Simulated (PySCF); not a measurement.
In(H)(Br)(Me) (CH₄BrIn), SMILES [CH3][InH][Br].

Geometry optimised at PBE0-D3(BJ)/def2-SVP. The structure was generated by enumeration; whether it is a known compound was not checked. The def2 effective core potentials stand for the cores of In; spin–orbit coupling is left out.

Two levels are set side by side: TDA-PBE/def2-SVPD (PySCF) and TDA-B3LYP/def2-SVPD (PySCF). Vertical, same geometry. The lowest singlet is HOMO→LUMO 100 % with PBE and HOMO→LUMO 100 % with the other functional; states are paired by order. Differences are taken from unrounded values.

```tsv
quantity	TDA-PBE
lowest singlet excitation (eV)	4.02
lowest triplet excitation (TDA) (eV)	3.91
first bright state (f over 0.05) (eV)	6.30
its oscillator strength	0.08
```

Problem. These are the TDA-PBE values. What does TDA-B3LYP give? (An estimate is asked for; the answer gives what the named calculation found.)

Solution. 
| quantity | TDA-B3LYP | TDA-PBE minus TDA-B3LYP |
|---|---|---|
| lowest singlet excitation (eV) | 4.39 | -0.36 |
| lowest triplet excitation (TDA) (eV) | 4.26 | -0.34 |
| first bright state (f over 0.05) (eV) | 5.43 | 0.87 |
| its oscillator strength | 0.06 | 0.02 |

A lower first singlet is the usual sign of a functional without exact exchange. Differences between two approximate levels are no errors against the true value.

Rough cost on one machine, each run with all the roots and properties that it gave: TDA-B3LYP against TDA-PBE within a factor of 2.
